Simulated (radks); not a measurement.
Q: Ionisation of the tantalum ion Ta3+, [Xe] 4f14 5d2, to [Xe] 4f14 5d1 as the strength of local exchange is varied. Method: Dirac Kohn-Sham, Slater X-alpha exchange (alpha = 2/3 is LDA exchange), no correlation, spin-unpolarised, spherical densities, finite nucleus; open shells fill j = l - 1/2 first; Fermi nuclear charge, rms radius 5.3507 fm; computed with a radial shooting solver on a logarithmic mesh with Libxc functionals.

| alpha | E(Ta3+) (hartree) | exchange (hartree) | IE (eV) | -e of the level emptied (eV) | <r> of it (bohr) |
|---|---|---|---|---|---|
| 0.562 | -15558.2672 | -251.8752 | 32.614 | 26.788 (5d3/2) | 1.886 |
| 0.61 | -15579.7956 | -273.7921 | 33.375 | 27.495 (5d3/2) | 1.863 |
| 0.667 | -15605.4019 | -299.9006 | 34.295 | 28.352 (5d3/2) | 1.836 |
| 0.676 | -15609.4491 | -304.0312 | 34.442 | 28.489 (5d3/2) | 1.832 |
| x | -15606.3012 | -300.8183 | 34.328 | 28.382 (5d3/2) | 1.835 |

Which alpha was used in the last row?

A: alpha = 0.669. NIST Atomic Spectra Database: 35 +/- 1.7 eV (theoretical). The central value is not met in this range of alpha. Spin polarisation and multiplet splitting are left out, so open shells lie too high by an amount that depends on their filling.

Beside tabulated values, note that spin-unpolarised runs miss the spin-polarisation part of the exchange energy of open shells.
